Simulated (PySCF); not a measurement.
Electronic absorption of C2H10OSi4

Compound: C₂H₁₀OSi₄.
Geometry (GFN2-xTB, Å), atoms numbered from 1 in this order:
```xyz
17
C2H10OSi4 angstrom
Si     3.124    1.719    0.018
C      1.949    0.402   -0.529
C      1.180   -0.462   -0.890
Si    -0.072   -1.750   -1.346
Si    -1.670   -1.935    0.305
O     -2.197   -0.445    0.691
Si    -2.150    1.149    0.952
H      2.361    2.753    0.724
H      3.782    2.281   -1.166
H      4.116    1.111    0.911
H     -0.575   -1.347   -2.672
H      0.682   -3.001   -1.543
H     -1.189   -2.516    1.565
H     -2.903   -2.627   -0.089
H     -3.549    1.525    1.140
H     -1.342    1.378    2.148
H     -1.556    1.775   -0.228
```

Method used: TDDFT wB97X-D/def2-SVPD, vertical, gas phase, core orbitals frozen in the response in PySCF. GFN2-xTB frequencies show an imaginary mode (25i cm⁻¹), so this geometry is no minimum at that level.

```
state  E (eV)  λ (nm)       f   main configurations (H = HOMO, L = LUMO)
   S1    5.60   221.6  0.0008    H-1→L (32%), H→L+1 (30%), H-1→L+2 (10%)
   S2    5.79   214.2   0.028                   H→L (44%), H-1→L+1 (32%)
   S3    5.83   212.7  0.0029    H-1→L (35%), H→L+1 (33%), H-1→L+2 (10%)
   S4    6.36   195.0   0.061        H→L (30%), H→L+2 (30%), H-3→L (20%)
   S5    6.89   179.8  0.0054                 H-2→L (70%), H-2→L+2 (19%)
   S6    7.00   177.1   0.044    H→L+4 (26%), H-3→L+1 (22%), H→L+1 (18%)
   S7    7.35   168.8   0.436                 H→L+2 (47%), H-1→L+1 (14%)
   S8    7.42   167.0   0.018  H-1→L+2 (52%), H-1→L+3 (14%), H-1→L (14%)
```

Triplets, Tamm–Dancoff:

```tsv
state	E (eV)	λ (nm)	main configurations (H = HOMO, L = LUMO)
T1	4.71	263.2	H→L (30%), H-1→L+1 (26%), H-3→L (9%)
T2	5.15	240.6	H-1→L+1 (47%), H→L (26%)
T3	5.17	239.7	H→L+1 (32%), H-1→L (30%), H-1→L+2 (12%)
```

The lowest singlet lies at 5.60 eV (222 nm, ultraviolet) and is very weak; its leading configuration is HOMO-1→LUMO (32%). The strongest level in the table is S7 at 7.35 eV (169 nm, f = 0.436). Löwdin shares by element: HOMO carbon 37%, silicon 29% or more (atoms not listed hold the other 34%); LUMO silicon 36% or more, carbon 30% (atoms not listed hold the other 33%). The oscillator strengths of these states sum to 0.595; summed over the whole spectrum of an exact calculation they would give the number of electrons, 86 (Thomas–Reiche–Kuhn). The listed states span 1.83 eV. Of the 8 states listed, 5 reach f = 0.01 and none stays under 0.0005. The window holds the lowest 8 singlets.

One conformer stands for the species.
